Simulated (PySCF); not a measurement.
SMILES [SiH2](c1sccc1)[SiH2]N (C₄H₉NSSi₂) at its GFN2-xTB optimised geometry (Å):

```
17

N      3.5461    -1.2565     0.2256
Si     1.8256    -1.3698     0.2554
Si     1.0897     0.7971     0.0000
C     -0.7860     0.7971     0.0000
C     -1.6481    -0.2600    -0.0108
C     -3.0100     0.1102    -0.0189
C     -3.1760     1.4576    -0.0137
S     -1.6720     2.2879     0.0000
H      4.0892    -2.1047     0.2112
H      4.0057    -0.5774     0.8097
H      1.5342    -2.2879    -0.8516
H      1.2964    -2.0339     1.4667
H      1.4996     1.7166     1.0783
H      1.5046     1.4680    -1.2427
H     -1.3103    -1.2824    -0.0125
H     -3.8245    -0.5926    -0.0275
H     -4.0892     2.0192    -0.0165
```

Calculation: PBE0/def2-SVP in PySCF.

Map of the Laplacian of the electron density (e/bohr⁵) on the plane z = 1.5 Å:

```
|%%%%%%%%%%%%%%%%%%%%%%%%%|
|%%%%%%%%%%%%%%%%%%%%%%%%%|
|%%%%%%%%%%%%%%%%%%%%%%%%%|
|%%%%%%%%%%%%%%%%%%%%%%%%%|
|%%%%%%%%%%%%%%%%%%%%%%%%%|
|%%%%%%%%%%%%%%%%%%%%%%%%%|
|%%%%%%%%%%%%%%%%%%%%%%%%%|
|%%%%%%%%%%%%%%%%%%%%%%%%%|
|%%%%%%%%%@%%%%@@%%%%%%%%%|
|%%%%%%%%%%%%%@@%@%%%%%%%%|
|%%%%%%%%%%%%%@@@@%%%%%%%%|
|%%%%%%%%%%%%%%@@%%%%%%%%%|
|%%%%%%%%%%%%%%%%%%%%%%%%%|
|%%%%%%%%%%%%%%%@%%@@@%%%%|
|%%%%%%%%%%%%%%@@@@@@@%%%%|
|%%%%%%%%%%%%%@##@@@@%%%%%|
|%%%%%%%%%%%%%@ :@%%%%%%%%|
|%%%%%%%%%%%%%%@@@%%%%%%%%|
|%%%%%%%%%%%%%%%%%%%%%%%%%|
|%%%%%%%%%%%%%%%%%%%%%%%%%|
|%%%%%%%%%%%%%%%%%%%%%%%%%|
|%%%%%%%%%%%%%%%%%%%%%%%%%|
|%%%%%%%%%%%%%%%%%%%%%%%%%|
|%%%%%%%%%%%%%%%%%%%%%%%%%|
|%%%%%%%%%%%%%%%%%%%%%%%%%|
```
Scale: ten equal steps from -0.377 (start of ' ') to 0.067 (end of '@'), in the order ' .:-=+*#%@'; x runs from -6.50 to 6.50, y from -6.50 (bottom) to 6.50 (top).
